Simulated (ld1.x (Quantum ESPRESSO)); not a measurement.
**Before and after: TM potential for Au**

```json
{"Element": "gold", "Generator": "ld1.x (Quantum ESPRESSO) 7.5", "Type": "norm-conserving Troullier–Martins (Kleinman–Bylander form)", "Functional": "PBE", "Relativity": "scalar-relativistic", "Frozen core": "[Xe] 4f14", "Valence charge": "11", "Reference configuration": "5d10 6s1 6p0", "Partial waves": "6s (bound): rc 2.30 bohr; 6p (bound, empty): rc 3.90 bohr; 5d (bound): rc 1.70 bohr", "Local potential": "the d channel", "Core correction": "none"}
```

All-electron outer shells of the reference configuration (PBE, scalar-relativistic, ld1.x):

| shell | level (eV) | outermost node (bohr) | outermost maximum (bohr) |
| --- | --- | --- | --- |
| 4f | -81.12 | – | 0.37 |
| 5p | -59.78 | 0.52 | 0.96 |
| 5d | -6.88 | 0.56 | 1.21 |
| 6s | -5.76 | 1.11 | 2.32 |
| 6p | -0.77 | 1.32 | 3.64 |

Change: core correction a·sin(br)/r model core inside 1.22 bohr.

Cutoffs: the cutoffs (Ry, on a coarse ladder) from which the occupation-weighted sum of valence levels, in a spherical-Bessel basis at the reference potential, stays within 10 and 1 mRy of its value at 400 Ry; they do not see the model core or the augmentation charge, which bear on the density cutoff. Errors are all-electron minus pseudo energies relative to the spin-unpolarised reference configuration.

Question: Predict the effect on cutoff, ghosts and configuration errors.

Answer: The potential gets neither clearly harder nor softer (45 Ry and 60 Ry → 45 Ry and 60 Ry); both files keep a bound ghost (p, s); of the 6 tests that both files solve, the error grows in 5 and shrinks in 0 by more than 15 % and 0.3 meV (median size 4.5 → 23.6 meV). A model core, the more so a compact one, raises the density cutoff, which this test does not measure.

| quantity | base | changed |
| --- | --- | --- |
| cutoff, loose | 45 Ry | 45 Ry |
| cutoff, tight | 60 Ry | 60 Ry |
| bound ghosts | s, p | s, p |
| tests counted (converged, no solver errors) | 6 of 7 | 6 of 7 |
| error for 5d10 6s0 6p0, meV [ΔE 9.41 eV] | -1.9 | -18 |
| error for 5d9 6s0 6p0, meV [ΔE 30.62 eV] | +25 | -30 |
| error for 5d8 6s0 6p0, meV [ΔE 64.49 eV] | +6.2 | -153 |
| error for 5d10 6s0.5 6p0, meV [ΔE 3.77 eV] | -1.4 | -4.5 |
| error for 5d9 6s2 6p0, meV [ΔE 1.69 eV] | -33 | -46 |
| error for 5d10 6s0 6p1, meV [ΔE 5.25 eV] | +2.8 | -2.8 |
| s: phases at 4.26 bohr within 0.05 rad from the reference energy up to (Ry; the scan ends near 5) | 0.8 | 0.8 |
| p: phases at 4.26 bohr within 0.05 rad from the reference energy up to (Ry; the scan ends near 5) | 1.7 | 1.7 |
| d: phases at 4.26 bohr within 0.05 rad from the reference energy up to (Ry; the scan ends near 5) | 3.0 | 3.0 |

Base: Tests not counted: 5d9 6s1 6p1 (solver errors, printed error -2.5 eV). Changed file: Tests not counted: 5d9 6s1 6p1 (solver errors, printed error -2.6 eV). A true bound ghost makes a file unfit for plane-wave use even where its test errors are small: the radial tests pick states by their node count and pass the ghost by. Where a test does run into it, the solver fails or the error is huge.
